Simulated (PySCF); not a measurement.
BH2O2, SMILES O[B]O (connectivity only; charge and spin as stated), charge +1, multiplicity 1. Heavy atoms are numbered as in [OH:1][B:2][OH:3]. Hydrogens are named by the atom that carries them.

Geometry optimised at B3LYP-D3(BJ)/def2-TZVP. The multiplicity is an assumed one; other spin states were not compared. The isomer is the one that the SMILES or the coordinates give; other isomers of the formula were not compared. Other conformers were not sampled.

These are PBE/pcSseg-2 (PySCF) values and carry that method's errors.

GIAO shieldings, no solvent; atoms alike by connectivity are averaged. δ = σ(ref) − σ: ¹⁷O against H2O (σ = 327.5 ppm); ¹¹B against BF3 (σ = 83.1 ppm); ¹H against TMS (σ = 31.47 ppm), references at their B3LYP-D3(BJ)/def2-TZVP geometries, non-relativistic.

```tsv
nucleus	atoms	count	δ (ppm)
¹⁷O	O1 (OH)	2	50.5
¹¹B	B2	1	-9.5
¹H	H on O1	2	6.89
```
